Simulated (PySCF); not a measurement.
System: WH₅, net charge 0, doublet state. The spin state was set by rule; other spins were not relaxed. SMILES: [WH5]
Geometry from a B3LYP-D3(BJ)/def2-TZVP (Ansatz) optimisation:
```
W
H 1 1.6787
H 1 1.6935 2 61.80
H 1 1.6935 2 61.80 3 180.00
H 1 1.7207 2 121.67 4 90.00
H 1 1.7207 2 121.67 4 -90.00
```
Charge 0, spin multiplicity 2.

Dispersion corrections to the total energy (kcal/mol) from the dftd3 and dftd4 libraries through PySCF: D3(BJ) without and D4 with the three-body term, each with the damping fitted for the functional named.

```json
[
 {"functional": "B3LYP", "D3(BJ)": "[?]", "D4": "-3.53"},
 {"functional": "revPBE", "D3(BJ)": "-4.38", "D4": "-6.54"},
 {"functional": "B2PLYP", "D3(BJ)": "-1.68", "D4": "[?]"},
 {"functional": "r2SCAN", "D3(BJ)": "[?]", "D4": "-0.48"},
 {"functional": "TPSSh", "D3(BJ)": "-2.10", "D4": "-2.61"},
 {"functional": "CAM-B3LYP", "D3(BJ)": "-1.49", "D4": "-1.81"},
 {"functional": "BLYP", "D3(BJ)": "-4.06", "D4": "-4.82"}
]
```

**Question.** Fill in the missing entries.

**Answer.** 
- B3LYP, D3(BJ): -3.38
- B2PLYP, D4: -1.48
- r2SCAN, D3(BJ): -0.45
